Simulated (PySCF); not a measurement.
Dipole polarisabilities along the halogens

Calculated with PySCF 2.14 for the ground configurations, without spin-orbit coupling: coupled response for Hartree-Fock and DFT. Mean α in bohr³, C₆ of like pairs in atomic units.

```
                                                                                                species  α UHF  α PBE  α PBE0  α recommended (Schwerdtfeger and Nagle)  C₆ UHF  C₆ PBE  C₆ PBE0
      F [He] 2s2 2p5 (x2c-QZVPPall with one added diffuse shell each of s, p, d, f type, spin-free X2C)  3.256  4.052   3.761                              3.74 ± 0.08   8.478   11.10    10.13
     Cl [Ne] 3s2 3p5 (x2c-QZVPPall with one added diffuse shell each of s, p, d, f type, spin-free X2C)  14.18  15.60   14.96                               14.6 ± 0.1   88.99   99.74    94.79
Br [Ar] 3d10 4s2 4p5 (x2c-QZVPPall with one added diffuse shell each of s, p, d, f type, spin-free X2C)  20.27  22.35   21.36                                   21 ± 1   162.2   181.9    172.4
 I [Kr] 4d10 5s2 5p5 (x2c-QZVPPall with one added diffuse shell each of s, p, d, f type, spin-free X2C)  31.88  34.60     n/a                               32.9 ± 1.3   345.4   378.1      n/a
```

Hartree-Fock lacks correlation. PBE lies above the recommended values here, as self-interaction makes its density too diffuse. All values carry a basis error, and heavy open shells lack spin-orbit coupling.
